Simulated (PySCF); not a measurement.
F$_{2}$Sn, charge -1, doublet, at a GFN2-xTB geometry (such geometries of metal compounds can be far from the true shape) (a state made from the parent by changing its charge; the spin is typed, not shown lowest) (core potentials on Sn) (in this run its highest filled SCF level lies above zero, so its values depend strongly on the basis, on diffuse functions most of all); DF-B3LYP/def2-SVP (PySCF).

The PySCF input:
```python
from pyscf import gto, scf, dft

mol = gto.M(
    atom='''
Sn    0.013920   -0.007519    0.330266
F     0.870490    1.674446   -0.918077
F    -0.947821   -1.632675   -0.916732
''',
    basis='def2-svp',
    ecp={'Sn': 'def2-svp'},
    charge=-1,
    spin=1,
    verbose=4,
)

mf = dft.UKS(mol)
mf.xc = 'b3lyp'
mf = mf.density_fit(auxbasis='def2-universal-jkfit')
mf.kernel()
```

What the program printed (banner, timings and long lists left out):

```
PySCF version 2.14.0

[INPUT] verbose = 4
[INPUT] num. atoms = 3
[INPUT] num. electrons = 41
[INPUT] charge = -1
[INPUT] spin (= nelec alpha-beta = 2S) = 1
[INPUT] symmetry False subgroup None
[INPUT] Mole.unit = angstrom
[INPUT] Symbol           X                Y                Z      unit          X                Y                Z       unit  Magmom
[INPUT]  1 Sn     0.013920000000  -0.007519000000   0.330266000000 AA    0.026304987654  -0.014208850731   0.624112288256 Bohr   0.0
[INPUT]  2 F      0.870490000000   1.674446000000  -0.918077000000 AA    1.644987694173   3.164244350373  -1.734914091262 Bohr   0.0
[INPUT]  3 F     -0.947821000000  -1.632675000000  -0.916732000000 AA   -1.791122105111  -3.085308600424  -1.732372409625 Bohr   0.0

nuclear repulsion = 103.958416315665
number of shells = 22
number of NR pGTOs = 109
number of NR cGTOs = 54
basis = def2-svp
ecp = {'Sn': 'def2-svp'}

******** <class 'pyscf.df.df_jk.DFUKS'> ********
method = DFUKS
initial guess = minao
damping factor = 0
level_shift factor = 0
DIIS = <class 'pyscf.scf.diis.CDIIS'>
diis_start_cycle = 1
diis_space = 8
diis_damp = 0
SCF conv_tol = 1e-09
SCF conv_tol_grad = None
SCF max_cycles = 50
direct_scf = False
number electrons alpha = 21  beta = 20
XC library pyscf.dft.libxc version 7.1.2
    S. Lehtola, C. Steigemann, M. J. T. Oliveira, and M. A. L. Marques,  SoftwareX 7, 1–5 (2018)
XC functionals = b3lyp
    P. J. Stephens, F. J. Devlin, C. F. Chabalowski, and M. J. Frisch,  J. Phys. Chem. 98, 11623 (1994)
radial grids:
    Treutler-Ahlrichs [JCP 102, 346 (1995); DOI:10.1063/1.469408] (M4) radial grids

becke partition: Becke, JCP 88, 2547 (1988); DOI:10.1063/1.454033
pruning grids: <function nwchem_prune>
grids dens level: 3
symmetrized grids: False
atomic radii adjust function: <function treutler_atomic_radii_adjust>
small_rho_cutoff = 0
Set gradient conv threshold to 3.16228e-05
tot grids = 50488
******** <class 'pyscf.df.df.DF'> ********
auxbasis = def2-universal-jkfit
init E= -391.061005686172

cycle= 1 E= -413.121864548264  delta_E= -22.1  |g|= 1.48  |ddm|=  4.8
cycle= 2 E= -413.398449254662  delta_E= -0.277  |g|= 1.26  |ddm|= 4.12
cycle= 3 E= -413.936274186891  delta_E= -0.538  |g|= 0.316  |ddm|= 1.72
cycle= 4 E= -413.950186300716  delta_E= -0.0139  |g|= 0.229  |ddm|= 0.325
cycle= 5 E= -413.969255605915  delta_E= -0.0191  |g|= 0.022  |ddm|= 0.174
cycle= 6 E= -413.969501713573  delta_E= -0.000246  |g|= 0.00146  |ddm|= 0.0251
cycle= 7 E= -413.969503752406  delta_E= -2.04e-06  |g|= 0.000402  |ddm|= 0.00327
cycle= 8 E= -413.969503862314  delta_E= -1.1e-07  |g|= 0.000129  |ddm|= 0.000679
cycle= 9 E= -413.969503875061  delta_E= -1.27e-08  |g|= 3.31e-05  |ddm|= 0.000232
cycle= 10 E= -413.969503875883  delta_E= -8.22e-10  |g|= 1.55e-05  |ddm|= 5.88e-05
Extra cycle  E= -413.969503875621  delta_E= 2.62e-10  |g|= 3.26e-05  |ddm|= 3.46e-05
converged SCF energy = -413.969503875621  <S^2> = 0.75191848  2S+1 = 2.0019176
```
